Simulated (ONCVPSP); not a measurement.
niobium (Nb): from the effect back to the setting (ONCV)

Base potential:

ONCVPSP 4.0.1 input, shortened (lines: element, Z, core and valence counts, functional; n l f; lmax; l rc ep ncon nbas qcut; lloc lpopt rc5 dvloc0; l nproj debl; icmod fcfact rcfact), PBE, scalar-relativistic:

```
  Nb 41.00    6    5        4      upf
    1    0    2.00
    2    0    2.00
    2    1    6.00
    3    0    2.00
    3    1    6.00
    3    2   10.00
    4    0    2.00
    4    1    6.00
    4    2    4.00
    5    0    0.50
    5    1    0.50
    2
    0    1.95    0.00    5    8    6.90
    1    2.00    0.00    3    7    6.40
    2    1.65    0.00    4    8    5.60
    2    5    1.65    0.00
    0    2    1.80
    1    2    1.20
    2    0    1.00
    3    5.00    1.10
```

Cutoffs, loose and tight: the cutoffs (Ha) at which the residual kinetic energy of the hardest occupied pseudo-wave falls to 1 and 0.1 mHa per electron. They do not see the model core or the augmentation charge, which bear on the density cutoff. Test errors are all-electron minus pseudo excitation energies from the reference, over the configurations 4s2 4p6 4d4 5s1 5p0; 4s2 4p6 4d4 5s0 5p0; 4s2 4p6 4d3 5s0 5p0; 4s2 4p6 4d5 5s0 5p0; variants that change the core or the reference have their own tests.

Only the scale of all radii but the core radius (base = 1) is moved:

```tsv
scale of all radii but the core radius (base = 1)	cutoff, loose	cutoff, tight	bound ghosts	largest test error (meV)
0.79	23 Ha	119 Ha	none	-2.4
0.88	20 Ha	91 Ha	s	-1.6
0.95	19 Ha	75 Ha	none	-2.7
1.03	17 Ha	59 Ha	none	-3.0
1.21	14 Ha	22 Ha	none	-3.8
1.3	13 Ha	16 Ha	none	-6.1
```

One more run gave cutoff, loose: 15 Ha; cutoff, tight: 34 Ha; bound ghosts: none; largest test error (meV): -3.6. Which value of the scale of all radii but the core radius (base = 1) was used?

1.16. The loose cutoff moves one way along this sweep, from 23 Ha at 0.79 to 13 Ha at 1.3, which places the run between 1.03 and 1.21.
